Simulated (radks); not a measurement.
Isoelectronic series with 28 electrons, all held in the configuration [Ar] 3d8 4s2, which need not be the ground one along the series. All-electron calculation, scalar-relativistic Kohn-Sham, r2SCAN, spin-polarised, spherical densities, finite nucleus; open shells are filled with parallel spins first (spin-orbit coupling, left out, can overturn this in heavy ions); meta-GGA in the generalised Kohn-Sham scheme; Fermi nuclear charge, rms radius of each element as measured or else 0.836 A^(1/3) + 0.57 fm. Program: a radial shooting solver on a logarithmic mesh with Libxc functionals. Total energies (hartree) and mean radii <r> (bohr):

ion	E (hartree)	4s down	4s up	3d down	3d up
Ni	-1520.80069	2.857	2.760	1.037	0.9875
Ga3+	-1940.52158	1.846	1.824	0.7277	0.7164
Se6+	-2416.63999	1.431	1.421	0.5833	0.5777
Rb9+	-2949.44476	1.183	1.177	0.4918	0.4882
Zr12+	-3539.49068	1.013	1.009	0.4268	0.4244
Tc15+	-4187.47578	0.8880	0.8848	0.3778	0.3760
Pd18+	-4894.21706	0.7908	0.7883	0.3392	0.3378
In21+	-5660.64032	0.7129	0.7110	0.3080	0.3069
Te24+	-6487.77558	0.6489	0.6473	0.2821	0.2812
